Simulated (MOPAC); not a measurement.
Input file for MOPAC: PM3 on H4Si2 (SMILES [SiH][SiH3]), a point of a torsion scan.

```
PM3 1SCF PRECISE CHARGE=0 THREADS=1
H4Si2

Si     1.51035662 1    -0.90045266 1    -0.10613196 1
Si    -0.54489604 1     0.07413622 1     0.07065998 1
H      2.46159648 1     0.25678464 1    -0.05841320 1
H     -1.06860410 1     0.12741248 1    -1.30871555 1
H     -0.92503973 1     1.38243706 1     0.63147770 1
H     -1.40767116 1    -0.87614373 1     0.79668426 1
```

The log:

```
*******************************************************************************
 **                                                                           **
 **                              MOPAC v23.2.5                                **
 **                                                                           **
 *******************************************************************************
 ** MOPAC's Digital Object Identifier: https://doi.org/10.5281/zenodo.6511958 **
 **                                                                           **
 ** Please cite the open-source release paper for use of this MOPAC version:  **
 ** J. E. Moussa and J. J. P. Stewart (2026)                                  **
 ** MOPAC: An open-source semiempirical molecular orbital program             **
 ** J. Open Source Softw., 11(119), 8025, https://doi.org/10.21105/joss.08025 **
 *******************************************************************************

                              PM3 CALCULATION RESULTS

 *******************************************************************************
 *  PM3        - The PM3 Hamiltonian to be used
 *
 *
 *
 *                 CHARGE ON SYSTEM = 0
 *
 *
 *
 *  PRECISE    - TIGHTER CRITERIA TO BE USED
 *  1SCF       - DO 1 SCF AND THEN STOP
 *  THREADS=1  - MULTI-THREADING NOT USED
 *  T=         - A TIME OF 172800.0 SECONDS REQUESTED
 *  DUMP=N     - RESTART FILE WRITTEN EVERY 7200.0 SECONDS REQUESTED
 *******************************************************************************
PM3 1SCF PRECISE CHARGE=0 THREADS=1
 H4Si2

   ATOM   CHEMICAL          X               Y               Z
  NUMBER   SYMBOL      (ANGSTROMS)     (ANGSTROMS)     (ANGSTROMS)

     1      Si          1.51035662  *  -0.90045266  *  -0.10613196  *
     2      Si         -0.54489604  *   0.07413622  *   0.07065998  *
     3       H          2.46159648  *   0.25678464  *  -0.05841320  *
     4       H         -1.06860410  *   0.12741248  *  -1.30871555  *
     5       H         -0.92503973  *   1.38243706  *   0.63147770  *
     6       H         -1.40767116  *  -0.87614373  *   0.79668426  *



          CARTESIAN COORDINATES

    NO.       ATOM           X           Y           Z

     1        Si          1.5104     -0.9005     -0.1061
     2        Si         -0.5449      0.0741      0.0707
     3         H          2.4616      0.2568     -0.0584
     4         H         -1.0686      0.1274     -1.3087
     5         H         -0.9250      1.3824      0.6315
     6         H         -1.4077     -0.8761      0.7967

  H: (PM3): J. J. P. STEWART, J. COMP. CHEM. 10, 209 (1989).
 Si: (PM3): J. J. P. STEWART, J. COMP. CHEM. 10, 209 (1989).

           Empirical Formula: H4 Si2  =     6 atoms



      MOLECULAR POINT GROUP   :   C1


      RHF CALCULATION, NO. OF DOUBLY OCCUPIED LEVELS = 6


 -------------------------------------------------------------------------------
 PM3 1SCF PRECISE CHARGE=0 THREADS=1
 H4Si2



     1SCF WAS SPECIFIED, SO BFGS WAS NOT USED
     SCF FIELD WAS ACHIEVED


                              PM3 CALCULATION
                                                       MOPAC v23.2.5 Linux




          FINAL HEAT OF FORMATION =         74.50574 KCAL/MOL =     311.73201 KJ/MOL


          COSMO AREA              =        115.33 SQUARE ANGSTROMS
          COSMO VOLUME            =        107.00 CUBIC ANGSTROMS

          IONIZATION POTENTIAL    =          8.040982 EV
          HOMO LUMO ENERGIES (EV) =         -8.041 -2.455
          NO. OF FILLED LEVELS    =          6
          MOLECULAR WEIGHT        =         60.2026         POINT GROUP:  C1

          MOLECULAR DIMENSIONS (Angstroms)

            Atom       Atom       Distance
            H     6    H     3     4.12140
           Si     1    H     5     2.89893
            H     4    H     3     2.02846


          SCF CALCULATIONS        =          1





   ATOM   CHEMICAL          X               Y               Z
  NUMBER   SYMBOL      (ANGSTROMS)     (ANGSTROMS)     (ANGSTROMS)

     1      Si          1.51035662  *  -0.90045266  *  -0.10613196  *
     2      Si         -0.54489604  *   0.07413622  *   0.07065998  *
     3       H          2.46159648  *   0.25678464  *  -0.05841320  *
     4       H         -1.06860410  *   0.12741248  *  -1.30871555  *
     5       H         -0.92503973  *   1.38243706  *   0.63147770  *
     6       H         -1.40767116  *  -0.87614373  *   0.79668426  *

                             CARTESIAN COORDINATES

   1   Si        1.510356620    -0.900452660    -0.106131960
   2   Si       -0.544896040     0.074136220     0.070659980
   3    H        2.461596480     0.256784640    -0.058413200
   4    H       -1.068604100     0.127412480    -1.308715550
   5    H       -0.925039730     1.382437060     0.631477700
   6    H       -1.407671160    -0.876143730     0.796684260


           Empirical Formula: H4 Si2  =     6 atoms



      MOLECULAR POINT GROUP   :   C1


                  EIGENVALUES
 -16.55370 -14.10065 -12.00781 -11.93021  -9.62244  -8.04098  -2.45541  -0.97943
   1.48682   1.65546   2.01920   2.37708


              NET ATOMIC CHARGES AND DIPOLE CONTRIBUTIONS

  ATOM NO.   TYPE          CHARGE      No. of ELECS.   s-Pop       p-Pop
    1         Si           0.384133        3.6159     1.80731     1.80855
    2         Si           0.192754        3.8072     1.02312     2.78413
    3          H          -0.212884        1.2129     1.21288
    4          H          -0.106626        1.1066     1.10663
    5          H          -0.137188        1.1372     1.13719
    6          H          -0.120189        1.1202     1.12019
 DIPOLE           X         Y         Z       TOTAL
 POINT-CHG.     1.735    -2.326    -0.276     2.915
 HYBRID        -1.263     3.167     0.192     3.416
 SUM            0.471     0.842    -0.085     0.968


          ATOMIC ORBITAL ELECTRON POPULATIONS

     Atom    s        px        py        pz
    1 Si   1.80731   0.81767   0.89745   0.09343
    2 Si   1.02312   1.04605   0.87525   0.86283
    3  H   1.21288
    4  H   1.10663
    5  H   1.13719
    6  H   1.12019

 **********************
 *                    *
 * JOB ENDED NORMALLY *
 *                    *
 **********************




 == MOPAC DONE ==
```

The run finished.

Cost: roughly 0.03 core-seconds.
